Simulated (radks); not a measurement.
Pb+, configuration [Hg] 6p1. All-electron calculation, Dirac Kohn-Sham, PBE, spin-unpolarised, spherical densities, point nucleus; open shells fill j = l - 1/2 first. Program: a radial shooting solver on a logarithmic mesh with Libxc functionals. Some entries of the table are withheld. Estimate them.

| orbital | occ. | eigenvalue (hartree) | <1/r> (bohr^-1) | <r^2> (bohr^2) |
|---|---|---|---|---|
| 1s1/2 | 2 | -3233.525 | 101.5 | 0.0003571 |
| 2s1/2 | 2 | -578.0469 | 25.08 | 0.005362 |
| 2p1/2 | 2 | -555.0424 | (1) | 0.003774 |
| 2p3/2 | 4 | -474.5629 | (2) | 0.004957 |
| 3s1/2 | 2 | -138.9416 | 9.194 | 0.03475 |
| 3p1/2 | 2 | -128.5790 | 9.100 | (3) |
| 3p3/2 | 4 | -110.6221 | 7.780 | (4) |
| 3d3/2 | 4 | -93.62616 | 7.680 | 0.02892 |
| 3d5/2 | 6 | -89.80601 | 7.386 | 0.03064 |
| 4s1/2 | 2 | -31.65908 | 3.904 | 0.1666 |
| 4p1/2 | 2 | -27.17667 | 3.792 | 0.1691 |
| 4p3/2 | 4 | -22.78131 | 3.336 | 0.2003 |
| 4d3/2 | 4 | -15.49086 | (5) | 0.2083 |
| 4d5/2 | 6 | -14.67075 | (6) | 0.2191 |
| 5s1/2 | 2 | -5.54578 | 1.620 | 0.8181 |
| 4f5/2 | 6 | -5.23449 | 2.696 | (7) |
| 4f7/2 | 8 | -5.04962 | 2.656 | (8) |
| 5p1/2 | 2 | -4.01814 | 1.496 | 0.9402 |
| 5p3/2 | 4 | -3.19724 | 1.328 | 1.140 |
| 5d3/2 | 4 | -1.09773 | 1.033 | 1.891 |
| 5d5/2 | 6 | -1.00262 | 0.9928 | 2.040 |
| 6s1/2 | 2 | -0.69242 | 0.5693 | 5.742 |
| 6p1/2 | 1 | -0.40188 | 0.4555 | 8.870 |
| 6p3/2 | 0 | -0.33511 | 0.3998 | 11.24 |

Answer. 
(1) 2p1/2 <1/r> (bohr^-1): 25.01
(2) 2p3/2 <1/r> (bohr^-1): 19.96
(3) 3p1/2 <r^2> (bohr^2): 0.03158
(4) 3p3/2 <r^2> (bohr^2): 0.03792
(5) 4d3/2 <1/r> (bohr^-1): 3.139
(6) 4d5/2 <1/r> (bohr^-1): 3.036
(7) 4f5/2 <r^2> (bohr^2): 0.2435
(8) 4f7/2 <r^2> (bohr^2): 0.2503
